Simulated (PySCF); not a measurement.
Al(F)(H)(iPr) (C3H8AlF), SMILES C[CH](C)[AlH][F].

Geometry optimised at B3LYP-D3(BJ)/def2-SVP. The structure was generated by enumeration; whether it is a known compound was not checked. Other conformers were not sampled.

Level of theory: B3LYP-D3(BJ)/def2-SVP (PySCF 2.14.0).

Frequencies are harmonic and unscaled.

Computed harmonic wavenumbers and intensities:
```
mode  ν (cm⁻¹)  IR (km/mol)  moving atoms (share of kinetic energy)
----  --------  -----------  --------------------------------------
1           19          0.8         F 33 %, H 24 %, Al 24 %, C 19 %
2          112          4.2                  F 39 %, C 37 %, H 19 %
3          183          3.5                          H 64 %, C 28 %
4          231          0.0                                  H 97 %
5          256          2.1                  H 62 %, C 23 %, F 10 %
6          306         20.0         C 35 %, H 31 %, Al 21 %, F 13 %
7          342          9.7                 C 45 %, H 41 %, Al 13 %
8          489         98.1                 H 54 %, Al 24 %, C 20 %
9          569         52.3                 C 40 %, H 36 %, Al 21 %
10         682        153.8                           H 85 %, F 9 %
11         853        126.3                         F 48 %, Al 42 %
12         891         29.1                          C 57 %, H 36 %
13         918          4.4                          H 87 %, C 12 %
14         965         20.7                          H 88 %, C 11 %
15         983          0.2                          H 73 %, C 27 %
16        1097          6.3                          C 69 %, H 31 %
17        1176          0.2                          H 52 %, C 48 %
18        1231          1.7                          H 57 %, C 42 %
19        1307          0.2                          H 74 %, C 26 %
20        1389          0.1                          H 81 %, C 19 %
21        1408          1.7                          H 81 %, C 19 %
22        1458          0.5                                  H 97 %
23        1475          7.6                                  H 96 %
24        1476          8.4                                  H 96 %
25        1484          4.9                                  H 97 %
26        1949        210.7                                  H 96 %
27        2957         21.4                                  H 93 %
28        3002         33.6                                  H 97 %
29        3004         45.5                                  H 97 %
30        3070         30.1                           H 91 %, C 9 %
31        3072         29.0                           H 91 %, C 9 %
32        3089         26.3                           H 91 %, C 9 %
33        3103         20.6                           H 91 %, C 9 %
```
